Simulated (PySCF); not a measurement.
(trifluorovinyl)benzene, C8H5F3.
Geometry (PBE0-D3(BJ)/def2-SVP, Å), atoms numbered from 1 in this order:
```xyz
16
C8H5F3 angstrom
F      4.0362   -0.4493   -0.5218
C      2.8087   -0.0056   -0.5665
F      2.7107    1.0801   -1.2941
C      1.7820   -0.5980    0.0601
F      2.0933   -1.6994    0.7557
C      0.3726   -0.2111    0.0810
C     -0.5181   -1.0189    0.8058
C     -1.8731   -0.7071    0.8552
C     -2.3651    0.4112    0.1861
C     -1.4852    1.2193   -0.5334
C     -0.1293    0.9181   -0.5892
H     -0.1378   -1.8961    1.3300
H     -2.5512   -1.3482    1.4233
H     -3.4295    0.6534    0.2237
H     -1.8581    2.1001   -1.0614
H      0.5386    1.5650   -1.1565
```

All values: wB97X-D/def2-SVPD (PySCF, non-relativistic), on one gas-phase PBE0-D3(BJ)/def2-SVP geometry that isn't relaxed in the solvent. The solvent is an IEF-PCM continuum (van der Waals radii × 1.2), and excitations are vertical TDDFT with non-equilibrium linear response and a frozen core. The model holds no explicit solvent molecules, cavitation or dispersion.

```
run  E − E(gas) (kJ/mol)  HOMO (eV)  HOMO–LUMO gap (eV)  dipole (D)  lowest singlet (eV)  static polarisability (au)
gas                 0.00      -8.46                8.88        1.91                 5.11                        97.9
  P                -9.71      -8.41                8.90        2.30                 5.11                       128.1
  Q                -5.15      -8.42                8.89        2.13                 5.09                       113.3
```

Question: The runs were made in benzene and tetrahydrofuran. Which run belongs to which solvent?

Answer: P = tetrahydrofuran, Q = benzene. The dielectric constants are 2.271 (benzene), 7.426 (tetrahydrofuran), and the energy falls further as ε rises. The optical constants n² used for the excitations are 2.25, 1.97 in the same order. In this model the ground state sees the solvent through ε alone.

Question: How constant is the ratio of the lowering to (ε − 1)/(2ε + 1)?

Answer: 
```json
{"solvent": "benzene", "(ε − 1)/(2ε + 1)": "0.229", "E − E(gas) (kJ/mol)": "-5.15", "ratio (kJ/mol)": "-22.5", "polarisation term (kJ/mol)": "-5.41"}
{"solvent": "tetrahydrofuran", "(ε − 1)/(2ε + 1)": "0.405", "E − E(gas) (kJ/mol)": "-9.71", "ratio (kJ/mol)": "-23.9", "polarisation term (kJ/mol)": "-10.66"}
```

The ratio changes by +6.6 % in size from benzene to tetrahydrofuran. The polarisation term is half the interaction of the solute with the induced surface charges.

The pairwise dispersion term of wB97X-D wasn't added to the energies; at a given geometry it leaves orbitals and properties as they are.
